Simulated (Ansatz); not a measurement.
Saddle point of SiNH7SO, singlet (SiNH₅S ([NH2][SiH2][SH]) + H₂O → SiNH₅O ([NH2][SiH2][OH]) + H₂S; bonds formed: Si1–O7, S2–H6; bonds broken: Si1–S2, H6–O7), PBE0-D4/def2-TZVP structure:

```tsv
atom	x (Å)	y (Å)	z (Å)
Si1	-0.6230	0.1687	-0.1278
S2	-0.0136	-1.2878	1.9672
H3	-1.6838	-0.6205	-0.8200
H4	-1.3797	0.9752	0.8733
N5	0.2060	1.4585	-0.8655
H6	0.7089	-1.4259	0.5743
O7	0.7130	-1.0089	-0.6182
H8	0.8053	-0.3267	2.4249
H9	0.9348	1.3505	-1.5488
H10	-0.0292	2.4147	-0.6660
H11	0.3612	-1.6978	-1.1934
```

Energies are electronic, without zero-point energy. Barriers and step energies count from the start structure reached by relaxing down the imaginary mode; all methods use the PBE0-D4 structures, on which another method's saddle can fall below an end. Program: Ansatz 0.2.0. Basis: def2-TZVPP, with def2-QZVPP for the basis limit. Cores are frozen in the correlated methods. B3LYP uses VWN-RPA correlation. Extrapolation: Hartree–Fock as exp(−7.88 √X), correlation as X^−2.97.

```
      method  barrier (kJ/mol)  step energy (kJ/mol)
       SPW92              80.1                 -14.9
      PBE-D4             109.1                 -13.8
     BLYP-D4             120.6                 -26.0
   r2SCAN-D4                 ?                 -24.0
      B97M-V             130.9                 -29.0
     PBE0-D4             125.0                 -17.3
    B3LYP-D4             132.3                 -28.4
  r2SCAN0-D4             127.8                 -24.8
    BHLYP-D4             150.6                 -33.2
CAM-B3LYP-D4                 ?                 -34.0
     wB97X-V             137.0                 -28.2
     wB97M-V             132.0                 -27.8
      B2PLYP                 ?                 -30.5
    PBE-QIDH             133.9                 -22.9
  RPA on PBE             134.8                 -33.0
          HF             194.8                 -45.3
         MP2             132.4                 -27.0
        CCSD             149.1                 -32.9
     CCSD(T)             139.1                 -29.7
```

(1) Fill in the withheld barriers. (Judge from chemistry; the value comes from the calculation.)

The T1 diagnostic stays at or below 0.012.

Results:

(1) Computed: r2SCAN-D4 115.4; B2PLYP 135.7; CAM-B3LYP-D4 134.9 kJ/mol. Each is the energy of the saddle less that of the start structure, by the same method.

For comparison, the barrier by CCSD(T) at an estimated basis limit (MP2 extrapolated from triple and quadruple zeta, plus CCSD(T) − MP2 in triple zeta) is 139.2 kJ/mol.

Labels in which every atom is bracketed show which atoms are joined, not bond orders.

For scale, one of the runs: CCSD(T)/def2-TZVPP, 244 basis functions, launched by `ansatz run in.yaml --threads 4 --pin off --events-out ev --progress --plain --max-ram 9574MiB`. The run took 74 s on 4 CPU threads of an AMD EPYC 9R14 (shared host), with 4.7 GiB of host memory at its peak.
